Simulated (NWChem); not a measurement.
System: ZnN$_{2}$H$_{4}$; SMILES [Zn]([NH2])[NH2]

Input file for NWChem:

```
start job
memory heap 200 mb stack 900 mb global 1100 mb
geometry units angstroms noautosym nocenter noautoz
  Zn    -0.185825     0.000827    -0.002137
  N     -0.325169    -1.822912    -0.061991
  H     -0.642248    -2.246287     0.820695
  H      0.548912    -2.307587    -0.304513
  N     -0.328044     1.824540     0.052962
  H     -0.566511     2.253274    -0.851681
  H      0.522583     2.306236     0.372918
end
basis spherical
  * library def2-tzvp
end
dft
  xc pbe0
  iterations 150
end
property
  efieldgrad
end
task dft property
```

Output (shortened):

```
             Northwest Computational Chemistry Package (NWChem) 7.3.0
             --------------------------------------------------------

                             Geometry "geometry" -> ""
                             -------------------------

 Output coordinates in angstroms (scale by  1.889725989 to convert to a.u.)

  No.       Tag          Charge          X              Y              Z
 ---- ---------------- ---------- -------------- -------------- --------------
    1 Zn                  30.0000    -0.18582500     0.00082700    -0.00213700
    2 N                    7.0000    -0.32516900    -1.82291200    -0.06199100
    3 H                    1.0000    -0.64224800    -2.24628700     0.82069500
    4 H                    1.0000     0.54891200    -2.30758700    -0.30451300
    5 N                    7.0000    -0.32804400     1.82454000     0.05296200
    6 H                    1.0000    -0.56651100     2.25327400    -0.85168100
    7 H                    1.0000     0.52258300     2.30623600     0.37291800

 Effective nuclear repulsion energy (a.u.)     173.6149514989

                              NWChem Property Module
                              ----------------------

  itol2e modified to match energy
  convergence criterion.

                                 NWChem DFT Module
                                 -----------------

 Summary of "ao basis" -> "ao basis" (spherical)
 ------------------------------------------------------------------------------
       Tag                 Description            Shells   Functions and Types
 ---------------- ------------------------------  ------  ---------------------
 Zn                        def2-tzvp                16       48   6s5p4d1f
 N                         def2-tzvp                11       31   5s3p2d1f
 H                         def2-tzvp                 4        6   3s1p

  itol2e modified to match energy
  convergence criterion.

[...]

          -----------------------
          Electric field gradient
          -----------------------

 1 a.u. = 0.324123 10**(16) esu/cm**3  ( or statvolts/cm**2 ) = 0.97174 10**(22) v/m**2

 ------------------------------------------------------------
   Atom      X         Y         Z
 ------------------------------------------------------------
    1 Zn  -0.35116   0.00156  -0.00404
 ------------------------------------------------------------

 Electric field gradient in molecular frame (a.u.)
         XX             YY             ZZ             XY             XZ             YZ
 ------------------------------------------------------------------------------------------
       -1.311700       2.673690      -1.361990       0.005960       0.001794      -0.091184

 Principal components (a.u.) and orientation
 of principal axis w.r.t. absolute frame                      Asymmetry parameter eta
 --------------------------------------------------------------------------------------
        2.675758      -1.364120      -1.311637                       0.019614

        0.001484      -0.036759       0.999323
        0.999744       0.022616      -0.000653
       -0.022576       0.999068       0.036783

 ------------------------------------------------------------
   Atom      X         Y         Z
 ------------------------------------------------------------
    2 N   -0.61448  -3.44480  -0.11715
 ------------------------------------------------------------

 Electric field gradient in molecular frame (a.u.)
         XX             YY             ZZ             XY             XZ             YZ
 ------------------------------------------------------------------------------------------
        0.030170      -0.104849       0.074680       0.195351       0.566184       0.187171

 Principal components (a.u.) and orientation
 of principal axis w.r.t. absolute frame                      Asymmetry parameter eta
 --------------------------------------------------------------------------------------
        0.708859      -0.514553      -0.194305                       0.451780

        0.659788       0.725775      -0.194757
        0.315298      -0.032122       0.948449
        0.682105      -0.687182      -0.250029

 ------------------------------------------------------------
   Atom      X         Y         Z
 ------------------------------------------------------------
    3 H   -1.21367  -4.24487   1.55089
 ------------------------------------------------------------

 Electric field gradient in molecular frame (a.u.)
         XX             YY             ZZ             XY             XZ             YZ
 ------------------------------------------------------------------------------------------
        0.132606       0.087299      -0.219905      -0.056796       0.171967       0.203263

 Principal components (a.u.) and orientation
 of principal axis w.r.t. absolute frame                      Asymmetry parameter eta
 --------------------------------------------------------------------------------------
       -0.383481       0.216293       0.167188                       0.128052

       -0.328738       0.712490      -0.619910
       -0.407507       0.485131       0.773683
        0.851979       0.506957       0.130864

 ------------------------------------------------------------
   Atom      X         Y         Z
 ------------------------------------------------------------
    4 H    1.03729  -4.36071  -0.57545
 ------------------------------------------------------------

[...]
```

Level: PBE0/def2-TZVP. Geometry: optimised at PBE-D3(BJ)/def2-SVP. NWChem prints the field gradient with the sign opposite to the second derivative of the potential.
